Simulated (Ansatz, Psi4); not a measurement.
Ansatz → Psi4

This Ansatz 0.2.0 job computes BF3 (boron trifluoride):

input.yaml:
```yaml
crystal:
  periodic: [false, false, false]
  atoms:
    - {symbol: F, position_ang: [0.543870, 0.210740, 1.174280]}
    - {symbol: B, position_ang: [0.000020, -0.000000, 0.000010]}
    - {symbol: F, position_ang: [-0.265170, -1.223510, -0.389620]}
    - {symbol: F, position_ang: [-0.278730, 1.012770, -0.784660]}
basis:
  gaussian:
    orbitals: aug-cc-pVDZ
correlation:
  method: ccsd
  frozen_orbitals: {B: 1, F: 1}
scf:
  omitted_lower_state_checks: [cluster_reference, increment]
accuracy: high
```

```bash
$ ansatz run input.yaml --threads 1 --pin off --max-ram 3480MiB --events-out events.jsonl --progress --plain --runs-dir runs
```

The coordinates come from a PBE0-D4/def2-TZVP relaxation.

It gives a total energy of -323.910253 Eh.

**Question.** Write the same calculation for Psi4 1.11 as a Python script.

**Answer.** For example:

calc.py:
```python
import psi4

psi4.set_memory('2200 MB')
psi4.set_num_threads(1)
psi4.core.set_output_file('bf3.out', False)

geom = psi4.geometry("""
F      0.543870     0.210740     1.174280
B      0.000020     0.000000     0.000010
F     -0.265170    -1.223510    -0.389620
F     -0.278730     1.012770    -0.784660
symmetry c1
no_reorient
no_com
""")

psi4.set_options({
    'basis': 'aug-cc-pVDZ',
    'puream': True,
    'e_convergence': 1e-09,
    'd_convergence': 1e-08,
    'scf_type': 'pk',
    'num_frozen_docc': 4,
})

e_tot, wfn = psi4.energy("ccsd", molecule=geom, return_wfn=True)
print('E =', round(e_tot, 9))
```

```bash
$ python calc.py
```

Its energy is -323.910253 Eh, the same as the first but for the last digit, at most.
